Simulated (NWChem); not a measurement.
Everything below was run with NWChem. System: ClIn, charge 0, spin multiplicity 1, at a geometry optimised with PBE/def2-SVP with def2 effective core potentials on In. The structure started from a generated list of species. Level: PBE/def2-TZVPD with def2 effective core potentials on In.

Job file:

```
start mol
memory heap 200 mb stack 900 mb global 1100 mb
geometry units angstroms nocenter noautoz
  In     0.000000     0.000000    -0.630692
  Cl     0.000000     0.000000     1.817878
  symmetry group C2v
end
basis spherical
  * library def2-tzvpd
end
ecp
  In library def2-ecp
end
dft
  xc xpbe96 cpbe96
  semidirect memsize 60000000 filesize 0
  iterations 100
end
task dft energy
```

Output (cleaned and shortened):

```
             Northwest Computational Chemistry Package (NWChem) 7.3.0
             --------------------------------------------------------

                                NWChem Input Module
                                -------------------

 Scaling coordinates for geometry "geometry" by  1.889725989
 (inverse scale =  0.529177249)

 Turning off AUTOSYM since
 SYMMETRY directive was detected!

                             Geometry "geometry" -> ""
                             -------------------------

 Output coordinates in angstroms (scale by  1.889725989 to convert to a.u.)

  No.       Tag          Charge          X              Y              Z
 ---- ---------------- ---------- -------------- -------------- --------------
    1 In                  49.0000     0.00000000     0.00000000    -0.63069200
    2 Cl                  17.0000     0.00000000     0.00000000     1.81787800

 Effective nuclear repulsion energy (a.u.)     180.0253406751

            Nuclear Dipole moment (a.u.)
            ----------------------------
        X                 Y               Z
 ---------------- ---------------- ----------------
     0.0000000000     0.0000000000     0.0000340151

      Symmetry information
      --------------------

 Group name             C2v
 Group number             16
 Group order               4
 No. of unique centers     2

      Symmetry unique atoms

     1    2


 Summary of "ao basis" -> "" (spherical)
 ------------------------------------------------------------------------------
       Tag                 Description            Shells   Functions and Types
 ---------------- ------------------------------  ------  ---------------------
 *                         def2-tzvpd                 on all atoms

 Summary of "ao basis" -> "ao basis" (spherical)
 ------------------------------------------------------------------------------
       Tag                 Description            Shells   Functions and Types
 ---------------- ------------------------------  ------  ---------------------
 In                        def2-tzvpd               18       56   7s5p4d2f
 Cl                        def2-tzvpd               16       46   6s6p3d1f

 Summary of "ao basis" -> "ao basis" (spherical)
 ------------------------------------------------------------------------------
       Tag                 Description            Shells   Functions and Types
 ---------------- ------------------------------  ------  ---------------------
 In                        def2-tzvpd               18       56   7s5p4d2f
 Cl                        def2-tzvpd               16       46   6s6p3d1f

      Symmetry analysis of basis
      --------------------------

        a1         44
        a2         10
        b1         24
        b2         24

            General Information
            -------------------
          SCF calculation type: DFT
          Wavefunction type:  closed shell.
          No. of atoms     :     2
          No. of electrons :    38
           Alpha electrons :    19
            Beta electrons :    19
          Charge           :     0
          Spin multiplicity:     1
          Use of symmetry is: on ; symmetry adaption is: on
          Maximum number of iterations: 100
          AO basis - number of functions:   102
                     number of shells:    34
          Convergence on energy requested:  1.00D-06
          Convergence on density requested:  1.00D-05
          Convergence on gradient requested:  5.00D-04

              XC Information
              --------------
          PerdewBurkeErnzerhof Exchange Functional  1.000
            Perdew 1991 LDA Correlation Functional  1.000 local
           PerdewBurkeErnz. Correlation Functional  1.000 non-local

             Grid Information
             ----------------
          Grid used for XC integration:  medium
          Radial quadrature: Mura-Knowles
          Angular quadrature: Lebedev.
          Tag              B.-S. Rad. Rad. Pts. Rad. Cut. Ang. Pts.
          ---              ---------- --------- --------- ---------
          In                  1.55      123          13.0       590
          Cl                  1.00       88          14.0       590
          Grid pruning is: on
          Number of quadrature shells:   211
          Spatial weights used:  Erf1

          Convergence Information
          -----------------------
          Convergence aids based upon iterative change in
          total energy or number of iterations.
          Levelshifting, if invoked, occurs when the
          HOMO/LUMO gap drops below (HL_TOL):  1.00D-02
          DIIS, if invoked, will attempt to extrapolate
          using up to (NFOCK): 10 stored Fock matrices.

                    Damping( 0%)  Levelshifting(0.5)       DIIS
                  --------------- ------------------- ---------------
          dE  on:    start            ASAP                start
          dE off:    2 iters        100 iters           100 iters

      Screening Tolerance Information
      -------------------------------
          Density screening/tol_rho:  1.00D-10
          AO Gaussian exp screening on grid/accAOfunc:  14
          CD Gaussian exp screening on grid/accCDfunc:  20
          XC Gaussian exp screening on grid/accXCfunc:  20
          Schwarz screening/accCoul:  1.00D-08

      Superposition of Atomic Density Guess
      -------------------------------------

 Sum of atomic energies:        -677.53808864

      Non-variational initial energy
      ------------------------------

 Total energy =    -648.655547
 1-e energy   =   -1123.763186
 2-e energy   =     397.953921
 HOMO         =      -0.293399
 LUMO         =      -0.002538

      Symmetry analysis of molecular orbitals - initial
      -------------------------------------------------

 !! scf_movecs_sym_adapt:   68 vectors were symmetry contaminated

  Symmetry fudging

 !! scf_movecs_sym_adapt:   62 vectors were symmetry contaminated

  Numbering of irreducible representations:

     1 a1          2 a2          3 b1          4 b2

  Orbital symmetries:

     1 a1          2 a1          3 a1          4 b1          5 b2
     6 a1          7 a1          8 b1          9 b2         10 a1
    11 b2         12 b1         13 a2         14 a1         15 a1
    16 a1         17 b1         18 b2         19 a1         20 b2
    21 b1         22 a1         23 a1         24 a1         25 a2
    26 a1         27 b1         28 b2         29 b1

------------------------------------------------------------
EAF file 0: "./mol.aoints.0" size=524288 bytes
------------------------------------------------------------
               write      read    awrite     aread      wait
               -----      ----    ------     -----      ----
     calls:        1         0         0         0         0
   data(b): 5.24e+05  0.00e+00  0.00e+00  0.00e+00
   time(s): 0.00e+00  0.00e+00  0.00e+00  0.00e+00  0.00e+00
rate(mb/s): 0.00e+00  0.00e+00
------------------------------------------------------------

 !! scf_movecs_sym_adapt:   14 vectors were symmetry contaminated

  Symmetry fudging

 !! scf_movecs_sym_adapt:   12 vectors were symmetry contaminated

   convergence    iter        energy       DeltaE   RMS-Dens  Diis-err    time
 ---------------- ----- ----------------- --------- --------- ---------  ------
 d= 0,ls=0.0,diis     1   -650.1900603933 -7.27D+02  2.16D-02  8.57D-01     1.7

 !! scf_movecs_sym_adapt:    6 vectors were symmetry contaminated

  Symmetry fudging

 !! scf_movecs_sym_adapt:    6 vectors were symmetry contaminated

 d= 0,ls=0.0,diis     2   -649.7014802186  4.89D-01  1.36D-02  3.24D+00     1.8

 !! scf_movecs_sym_adapt:   10 vectors were symmetry contaminated

  Symmetry fudging

 !! scf_movecs_sym_adapt:    6 vectors were symmetry contaminated

 d= 0,ls=0.0,diis     3   -650.2223146950 -5.21D-01  3.95D-03  1.76D-01     1.9

 !! scf_movecs_sym_adapt:   12 vectors were symmetry contaminated

  Symmetry fudging

 !! scf_movecs_sym_adapt:   10 vectors were symmetry contaminated

 d= 0,ls=0.0,diis     4   -650.2486231530 -2.63D-02  1.08D-03  1.14D-02     2.0

 !! scf_movecs_sym_adapt:   12 vectors were symmetry contaminated

  Symmetry fudging

 !! scf_movecs_sym_adapt:    6 vectors were symmetry contaminated

 d= 0,ls=0.0,diis     5   -650.2490445517 -4.21D-04  3.17D-04  2.75D-03     2.1

 !! scf_movecs_sym_adapt:   12 vectors were symmetry contaminated

  Symmetry fudging

 !! scf_movecs_sym_adapt:    8 vectors were symmetry contaminated

  Resetting Diis
 d= 0,ls=0.0,diis     6   -650.2494205136 -3.76D-04  1.31D-04  2.15D-04     2.2

 !! scf_movecs_sym_adapt:   12 vectors were symmetry contaminated

  Symmetry fudging

 !! scf_movecs_sym_adapt:    6 vectors were symmetry contaminated

 d= 0,ls=0.0,diis     7   -650.2494566645 -3.62D-05  9.70D-05  1.31D-05     2.3

 !! scf_movecs_sym_adapt:   12 vectors were symmetry contaminated

  Symmetry fudging

 !! scf_movecs_sym_adapt:    6 vectors were symmetry contaminated

 d= 0,ls=0.0,diis     8   -650.2494525272  4.14D-06  5.56D-05  4.20D-05     2.4

 !! scf_movecs_sym_adapt:   12 vectors were symmetry contaminated

  Symmetry fudging

 !! scf_movecs_sym_adapt:    8 vectors were symmetry contaminated

 d= 0,ls=0.0,diis     9   -650.2494583220 -5.79D-06  1.00D-05  9.98D-07     2.5

 !! scf_movecs_sym_adapt:   12 vectors were symmetry contaminated

  Symmetry fudging

 !! scf_movecs_sym_adapt:    6 vectors were symmetry contaminated

 d= 0,ls=0.0,diis    10   -650.2494584221 -1.00D-07  1.79D-06  3.81D-08     2.6

         Total DFT energy =     -650.249458422132
      One electron energy =    -1125.099775306566
           Coulomb energy =      442.476005755699
    Exchange-Corr. energy =      -44.779406303436
 Nuclear repulsion energy =       77.153717432172

 Numeric. integr. density =       37.999999949705

     Total iterative time =      1.9s

                  Occupations of the irreducible representations
                  ----------------------------------------------

                     irrep           alpha         beta
                     --------     --------     --------
                     a1               10.0         10.0
                     a2                1.0          1.0
                     b1                4.0          4.0
                     b2                4.0          4.0

                       DFT Final Molecular Orbital Analysis
                       ------------------------------------

 Vector   17  Occ=2.000000D+00  E=-2.540438D-01  Symmetry=b1
              MO Center=  3.9D-15,  1.1D-17,  1.7D+00, r^2= 1.5D+00
   Bfn.  Coefficient  Atom+Function         Bfn.  Coefficient  Atom+Function
  ----- ------------  ---------------      ----- ------------  ---------------
    72      0.517840  2 Cl px                75      0.344150  2 Cl px
    69      0.243763  2 Cl px                63     -0.202740  2 Cl px
    66     -0.091423  2 Cl px                17      0.071446  1 In px
    14      0.070000  1 In px                11     -0.064866  1 In px
    26      0.061670  1 In d  1              78      0.045193  2 Cl px

 Vector   18  Occ=2.000000D+00  E=-2.540438D-01  Symmetry=b2
              MO Center= -3.8D-17, -1.7D-17,  1.7D+00, r^2= 1.5D+00
   Bfn.  Coefficient  Atom+Function         Bfn.  Coefficient  Atom+Function
  ----- ------------  ---------------      ----- ------------  ---------------
    73      0.517840  2 Cl py                76      0.344150  2 Cl py
    70      0.243763  2 Cl py                64     -0.202740  2 Cl py
    67     -0.091423  2 Cl py                18      0.071446  1 In py
    15      0.070000  1 In py                12     -0.064866  1 In py
    24     -0.061670  1 In d -1              79      0.045193  2 Cl py

 Vector   19  Occ=2.000000D+00  E=-2.347560D-01  Symmetry=a1
              MO Center= -9.9D-16,  2.6D-15,  2.2D-01, r^2= 4.2D+00
   Bfn.  Coefficient  Atom+Function         Bfn.  Coefficient  Atom+Function
  ----- ------------  ---------------      ----- ------------  ---------------
     5      0.471250  1 In s                  2      0.448355  1 In s
    74      0.400132  2 Cl pz                 6      0.337374  1 In s
     1     -0.330332  1 In s                  3     -0.280456  1 In s
    77      0.247102  2 Cl pz                71      0.184689  2 Cl pz
    16     -0.177155  1 In pz                 4     -0.163579  1 In s

 Vector   20  Occ=0.000000D+00  E=-9.276851D-02  Symmetry=b1
              MO Center=  8.8D-16, -1.2D-16, -6.7D-01, r^2= 4.5D+00
   Bfn.  Coefficient  Atom+Function         Bfn.  Coefficient  Atom+Function
  ----- ------------  ---------------      ----- ------------  ---------------
    17      0.515380  1 In px                14      0.355329  1 In px
    20      0.332172  1 In px                11     -0.312698  1 In px
    72     -0.140116  2 Cl px                75     -0.126476  2 Cl px
    69     -0.070560  2 Cl px                78     -0.058211  2 Cl px
    63      0.054040  2 Cl px                 8     -0.048745  1 In px

 Vector   21  Occ=0.000000D+00  E=-9.276851D-02  Symmetry=b2
              MO Center= -3.7D-17, -4.5D-15, -6.7D-01, r^2= 4.5D+00
   Bfn.  Coefficient  Atom+Function         Bfn.  Coefficient  Atom+Function
  ----- ------------  ---------------      ----- ------------  ---------------
    18      0.515380  1 In py                15      0.355329  1 In py
    21      0.332172  1 In py                12     -0.312698  1 In py
    73     -0.140116  2 Cl py                76     -0.126476  2 Cl py
    70     -0.070560  2 Cl py                79     -0.058211  2 Cl py
    64      0.054040  2 Cl py                 9     -0.048745  1 In py

 Vector   22  Occ=0.000000D+00  E=-3.009453D-02  Symmetry=a1
              MO Center= -7.5D-15, -3.8D-16, -9.5D-01, r^2= 8.1D+00
   Bfn.  Coefficient  Atom+Function         Bfn.  Coefficient  Atom+Function
  ----- ------------  ---------------      ----- ------------  ---------------
    22      0.701220  1 In pz                 6      0.432494  1 In s
    19      0.417935  1 In pz                62     -0.296841  2 Cl s
    80      0.241740  2 Cl pz                77      0.238338  2 Cl pz
    16      0.233629  1 In pz                 5      0.220384  1 In s
    61     -0.216768  2 Cl s                 13     -0.206808  1 In pz

 center of mass
 --------------
 x =   0.00000000 y =   0.00000000 z =  -0.11221871

 moments of inertia (a.u.)
 ------------------
         574.005878037509           0.000000000000           0.000000000000
           0.000000000000         574.005878037509           0.000000000000
           0.000000000000           0.000000000000           0.000000000000

     Multipole analysis of the density
     ---------------------------------

     L   x y z        total         alpha         beta         nuclear
     -   - - -        -----         -----         ----         -------
     0   0 0 0     -0.000000    -19.000000    -19.000000     38.000000

     1   1 0 0     -0.000000     -0.000000     -0.000000      0.000000
     1   0 1 0     -0.000000     -0.000000     -0.000000      0.000000
     1   0 0 1     -1.441019    -17.406217    -17.406217     33.371416

     2   2 0 0    -25.362175    -12.681088    -12.681088      0.000000
     2   1 1 0     -0.000000     -0.000000     -0.000000      0.000000
     2   1 0 1      0.000000      0.000000      0.000000      0.000000
     2   0 2 0    -25.362175    -12.681088    -12.681088      0.000000
     2   0 1 1      0.000000      0.000000      0.000000      0.000000
     2   0 0 2    -31.140445   -130.795590   -130.795590    230.450735

 Task  times  cpu:        2.6s     wall:        2.6s

 Total times  cpu:        2.6s     wall:        2.6s
```
